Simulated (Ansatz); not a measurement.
Cost and result for the atomization energy of `BN1B[SiH2]1` (9 atoms, 9 bonds).

Z-matrix (Å, degrees):
```
Si
N 1 1.781
B 1 1.927 2 44.3
H 1 1.483 2 114.3 3 115.1
H 1 1.483 2 114.3 3 -115.1
B 2 1.423 1 149.1 3 179.9
H 3 1.187 1 163.2 2 -179.9
H 6 1.197 2 119.9 1 -0.0
H 6 1.198 2 118.7 1 180.0
```

The species carries charge 0 and has multiplicity 1. The structure was optimised at the PBE0-D4/def2-TZVP level. Program: Ansatz. All runs use 2 threads of an Arm Neoverse V2 on a shared host. Times are those of one run each, without the atoms' runs, and a repeat can differ threefold. Electronic energies, without spin–orbit coupling; frozen cores. CCSD(T)/CBS adds CCSD(T) − MP2 in def2-TZVPP to the MP2 limit, and its time is that of the two runs behind it. T1 = 0.013. HSE06 is the plane-wave form, built on full-range PBE exchange.

CCSD(T)/CBS is a level of theory with its own doubt, some kJ/mol a heavy atom from the limit and from the frozen cores, so smaller differences don't rank the functionals.

| level | functions | wall time |
| --- | --- | --- |
| LDA (SPW92)/def2-TZVPP | 205 | 1.4 s |
| CCSD(T)/def2-SVP | 85 | 2.5 s |
| BLYP-D4/def2-TZVPP | 205 | 2.6 s |
| PBE0-D4/def2-TZVPP | 205 | 3.3 s |
| HSE06-D4/def2-TZVPP | 205 | 3.6 s |
| r2SCAN-D4/def2-TZVPP (with forces) | 205 | 6 s |
| B2PLYP/def2-TZVPP | 205 | 6 s |
| PBE-QIDH/def2-TZVPP | 205 | 6.5 s |
| ωB97X-V/def2-TZVPP | 205 | 9 s |
| B97M-V/def2-TZVPP | 205 | 11 s |
| MP2/def2-QZVPP | 391 | 20 s |
| CCSD(T)/def2-TZVPP | 205 | 58 s |
| CCSD(T)/CBS(def2) | – | 78 s |

Task: What atomization energy does each give, and how far from CCSD(T)/CBS? (Best estimate.)

Result: Ansatz gave: 
```json
{"level": "LDA (SPW92)/def2-TZVPP", "atomization (kJ/mol)": "3559.2", "difference from CCSD(T)/CBS": "428.2", "per bond": "47.6"}
{"level": "CCSD(T)/def2-SVP", "atomization (kJ/mol)": "2965.3", "difference from CCSD(T)/CBS": "-165.7", "per bond": "-18.4"}
{"level": "BLYP-D4/def2-TZVPP", "atomization (kJ/mol)": "3160.9", "difference from CCSD(T)/CBS": "29.9", "per bond": "3.3"}
{"level": "PBE0-D4/def2-TZVPP", "atomization (kJ/mol)": "3160.0", "difference from CCSD(T)/CBS": "29.0", "per bond": "3.2"}
{"level": "HSE06-D4/def2-TZVPP", "atomization (kJ/mol)": "3162.2", "difference from CCSD(T)/CBS": "31.2", "per bond": "3.5"}
{"level": "r2SCAN-D4/def2-TZVPP (with forces)", "atomization (kJ/mol)": "3169.8", "difference from CCSD(T)/CBS": "38.8", "per bond": "4.3"}
{"level": "B2PLYP/def2-TZVPP", "atomization (kJ/mol)": "3132.5", "difference from CCSD(T)/CBS": "1.5", "per bond": "0.2"}
{"level": "PBE-QIDH/def2-TZVPP", "atomization (kJ/mol)": "3135.1", "difference from CCSD(T)/CBS": "4.1", "per bond": "0.5"}
{"level": "ωB97X-V/def2-TZVPP", "atomization (kJ/mol)": "3174.3", "difference from CCSD(T)/CBS": "43.3", "per bond": "4.8"}
{"level": "B97M-V/def2-TZVPP", "atomization (kJ/mol)": "3179.3", "difference from CCSD(T)/CBS": "48.3", "per bond": "5.4"}
{"level": "MP2/def2-QZVPP", "atomization (kJ/mol)": "3146.3", "difference from CCSD(T)/CBS": "15.3", "per bond": "1.7"}
{"level": "CCSD(T)/def2-TZVPP", "atomization (kJ/mol)": "3049.2", "difference from CCSD(T)/CBS": "-81.8", "per bond": "-9.1"}
{"level": "CCSD(T)/CBS(def2)", "atomization (kJ/mol)": "3131.0", "difference from CCSD(T)/CBS": "0.0", "per bond": "0.0"}
```

From r2SCAN to r2SCAN0 (25 % exact exchange), in def2-TZVPP and without D4, the atomization energy moves by −39.9 kJ/mol: exact exchange takes away binding that semilocal exchange gives to molecules. At CCSD(T), def2-SVP lies −165.7 kJ/mol from the extrapolated value and def2-TZVPP −81.7 kJ/mol: correlation converges slowly with the basis, and small sets miss more of it in the bonded molecule than in its fragments. The D4 term adds +26.8 kJ/mol with B3LYP and +13.9 kJ/mol with PBE0; it sums over pairs of atoms, weighted by their polarisabilities, and B3LYP, whose exchange is more repulsive, gets the larger term.

B3LYP here is the variant with VWN-RPA as its local correlation; programs differ in this.
